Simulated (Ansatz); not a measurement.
Cost and result up the ladder for the cluster Li8Sn (the lowest singlet isomer of a short search) (9 atoms). Charge 0, multiplicity 1. Geometry: PBE0-D4/def2-SVP.

| atom | x (Å) | y (Å) | z (Å) |
| --- | --- | --- | --- |
| Li1 | 1.288 | -0.891 | 4.321 |
| Li2 | 0.232 | 1.570 | 2.582 |
| Li3 | -1.482 | -0.849 | -4.267 |
| Li4 | -2.133 | 0.193 | -1.277 |
| Li5 | -0.542 | -1.041 | 1.663 |
| Li6 | 0.326 | -1.216 | -1.608 |
| Li7 | 2.143 | -0.163 | 1.284 |
| Li8 | 0.066 | 1.442 | -2.669 |
| Sn9 | 0.103 | 0.954 | -0.029 |

Ansatz on 4 threads of Arm Neoverse V1 on a shared host. Times are rough, and most runs start from the orbitals of an earlier one. No level here is sound enough to serve as a yardstick. Binding counts from free atoms at the same level (Li doublet, Sn triplet; other spins of the atoms weren't run), without zero-point energy or a counterpoise term.

In the def2 sets Sn takes a core potential; there is no spin–orbit coupling. B3LYP takes the VWN-RPA correlation. HSE06 is defined as in plane-wave codes, on full-range PBE exchange. Correlated methods freeze 4 core orbitals; core or outer-core shells of Li, Sn are correlated, in sets that lack core-valence functions. The structure comes from a short search, and lower isomers may exist.

Run but left out: BHLYP-D4/def2-TZVP (restricted singlet, unstable in another Hartree–Fock run and untested here).

Correlated methods converge slowly with the basis.

```json
{"level": "PBE-D4/def2-SVP", "functions": "98", "wall time": "1.6 s"}
{"level": "MP2/def2-TZVP", "functions": "162", "wall time": "2.1 s"}
{"level": "PBE-D4/def2-TZVP", "functions": "162", "wall time": "2.1 s"}
{"level": "B3LYP-D4/def2-TZVP", "functions": "162", "wall time": "2.6 s"}
{"level": "HSE06-D4/def2-TZVP", "functions": "162", "wall time": "2.7 s"}
{"level": "CAM-B3LYP-D4/def2-TZVP", "functions": "162", "wall time": "3 s"}
{"level": "PBE-D4/def2-TZVPD", "functions": "192", "wall time": "3.1 s"}
{"level": "PBE0-D4/def2-TZVPD", "functions": "192", "wall time": "3.7 s"}
{"level": "PBE0-D4/def2-TZVP (with forces)", "functions": "162", "wall time": "4.2 s"}
{"level": "r2SCAN0-D4/def2-TZVP", "functions": "162", "wall time": "4.9 s"}
{"level": "r2SCANh-D4/def2-TZVP", "functions": "162", "wall time": "5 s"}
{"level": "RPA@PBE/def2-TZVP", "functions": "162", "wall time": "5.5 s"}
{"level": "r2SCAN-D4/def2-TZVPD", "functions": "192", "wall time": "6.5 s"}
{"level": "CCSD(T)/def2-TZVPP", "functions": "202", "wall time": "2.4 min"}
```

(1) Estimate what each level gives for the binding energy per atom (eV).

## Answers

(1) 
```csv
level,binding energy per atom (eV),remarks
PBE-D4/def2-SVP,1.31,restricted SCF unstable in HF
MP2/def2-TZVP,1.11,restricted SCF unstable
PBE-D4/def2-TZVP,1.26,restricted SCF unstable in HF
B3LYP-D4/def2-TZVP,1.19,restricted SCF unstable in HF
HSE06-D4/def2-TZVP,1.24,restricted SCF unstable in HF
CAM-B3LYP-D4/def2-TZVP,1.18,restricted SCF unstable in HF
PBE-D4/def2-TZVPD,1.27,restricted SCF unstable in HF
PBE0-D4/def2-TZVPD,1.24,restricted SCF unstable in HF
PBE0-D4/def2-TZVP (with forces),1.23,restricted SCF unstable in HF
r2SCAN0-D4/def2-TZVP,1.24,restricted SCF unstable in HF
r2SCANh-D4/def2-TZVP,1.24,restricted SCF unstable in HF
RPA@PBE/def2-TZVP,0.97,restricted SCF unstable in HF
r2SCAN-D4/def2-TZVPD,1.25,restricted SCF unstable in HF
CCSD(T)/def2-TZVPP,1.26,restricted SCF unstable
```
